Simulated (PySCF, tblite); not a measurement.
Isomers of C6H11B. Calculated harmonic vibrations of the isolated species, GFN2-xTB (tblite), most abundant isotopes, no scaling. Errors from tens to a few hundred cm⁻¹ against measured bands are possible. Modes of hydrogen on boron can be 10 to 20 % off. One conformer each.

Electronic energies: PBE0-D3(BJ)/def2-SVP at its own geometries (PySCF, gas phase).

| SMILES | electronic energy, lowest = 0 (kcal/mol) |
| --- | --- |
| C=CB1CCCC1 | 0.0 |
| C=C/C=C\B(C)C | 13.0 |
| C=CCBC1CC1 | 29.9 |

How do GFN2-xTB zero-point energies change the relative energies?

```tsv
SMILES	ZPE (kcal/mol)	of it from modes above 1550 cm⁻¹	electronic (kcal/mol)	with ZPE, lowest = 0 (kcal/mol)	lowest mode (cm⁻¹)	rings
C=CB1CCCC1	97.3	49.5	0.0	0.0	30	1
C=C/C=C\B(C)C	94.4	52.5	13.0	10.0	40	0
C=CCBC1CC1	95.3	49.8	29.9	27.9	35	1
```

The zero-point energies span 2.9 kcal/mol, from `C=C/C=C\B(C)C` to `C=CB1CCCC1`. The order is unchanged.

And how do the electronic energies of GFN2-xTB itself compare?

`C=CB1CCCC1` 0.0; `C=C/C=C\B(C)C` 17.7; `C=CCBC1CC1` 15.4 kcal/mol, lowest = 0. Against the energies above, taken from the same isomer `C=CB1CCCC1`, the largest difference is 14.5 kcal/mol. The two levels were optimised apart and needn't hold the same conformer.

What do entropy and thermal enthalpy add at 298.15 K and 1 bar (rigid rotor, harmonic oscillator, one conformer each)?

```
       SMILES  point group  symmetry number  S (cal/(mol K))  H − H(0) (kcal/mol)  ZPE + H − H(0) − TS (kcal/mol)
   C=CB1CCCC1           C1                1             87.6                 5.54                            76.7
C=C/C=C\B(C)C           C1                1             96.1                 6.70                            72.4
   C=CCBC1CC1           C1                1             92.1                 5.96                            73.8
```
